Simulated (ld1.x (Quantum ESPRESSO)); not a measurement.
# Before and after: TM potential for titanium

Ti, norm-conserving Troullier–Martins (Kleinman–Bylander form), made with ld1.x (Quantum ESPRESSO) 7.5 (PBE, non-relativistic). Core [Ne] 3s2, reference 3p6 3d3 4s1 4p0. Waves: 4s (bound): rc 2.55 bohr; 3p (bound): rc 1.55 bohr; 3d (bound): rc 1.40 bohr. Local part: all-electron potential smoothed inside 1.80 bohr (lloc = -1). Core correction: Bessel-smoothed model core inside 0.70 bohr.

All-electron outer shells of the reference configuration (PBE, non-relativistic, ld1.x):

| shell | level (eV) | outermost node (bohr) | outermost maximum (bohr) |
| --- | --- | --- | --- |
| 3s | -58.39 | 0.40 | 0.88 |
| 3p | -35.52 | 0.37 | 0.91 |
| 4s | -3.66 | 1.27 | 3.07 |
| 3d | -1.97 | – | 1.01 |
| 4p | -1.11 | 1.42 | 4.20 |

Change: local potential all-electron potential smoothed inside 1.14 bohr (lloc = -1).

Cutoffs: the cutoffs (Ry, on a coarse ladder) from which the occupation-weighted sum of valence levels, in a spherical-Bessel basis at the reference potential, stays within 10 and 1 mRy of its value at 400 Ry; they do not see the model core or the augmentation charge, which bear on the density cutoff. Errors are all-electron minus pseudo energies relative to the spin-unpolarised reference configuration.

Problem. What does the change do?

Solution. The potential gets neither clearly harder nor softer (90 Ry and 110 Ry → 90 Ry and 110 Ry); both files keep a bound ghost (s); of the 6 tests that both files solve, the error grows in 2 and shrinks in 4 by more than 15 % and 0.3 meV (median size 39.3 → 21.9 meV); the range in which the s phases agree narrows (upper end 3.3 → 1.2); the range in which the d phases agree widens (upper end 1.5 → at the end of the scan).

```tsv
quantity	base	changed
cutoff, loose	90 Ry	90 Ry
cutoff, tight	110 Ry	110 Ry
bound ghosts	s	s
tests counted (converged, no solver errors)	6 of 7	6 of 7
error for 3p6 3d2 4s2 4p0, meV [ΔE -0.95 eV]	-67	-47
error for 3p6 3d2 4s1 4p0, meV [ΔE 6.34 eV]	-35	-8.7
error for 3p6 3d2 4s0 4p0, meV [ΔE 19.81 eV]	+5.5	+10
error for 3p6 3d0 4s0 4p0, meV [ΔE 90.42 eV]	-190	-126
error for 3p6 3d2 4s1 4p1, meV [ΔE 2.07 eV]	-44	+1.1
error for 3p6 3d2 4s0 4p1, meV [ΔE 10.04 eV]	-21	+34
s: phases at 2.76 bohr within 0.05 rad from the reference energy up to (Ry; the scan ends near 5)	3.3	1.2
p: phases at 2.76 bohr within 0.05 rad from the reference energy up to (Ry; the scan ends near 5)	to the end of the scan	to the end of the scan
d: phases at 2.76 bohr within 0.05 rad from the reference energy up to (Ry; the scan ends near 5)	1.5	to the end of the scan
```

Base: Tests not counted: 3p5 3d2 4s2 4p0 (solver errors, printed error -14.5 eV). Changed file: Tests not counted: 3p5 3d2 4s2 4p0 (solver errors, printed error -14.4 eV). A true bound ghost makes a file unfit for plane-wave use even where its test errors are small: the radial tests pick states by their node count and pass the ghost by. Where a test does run into it, the solver fails or the error is huge.
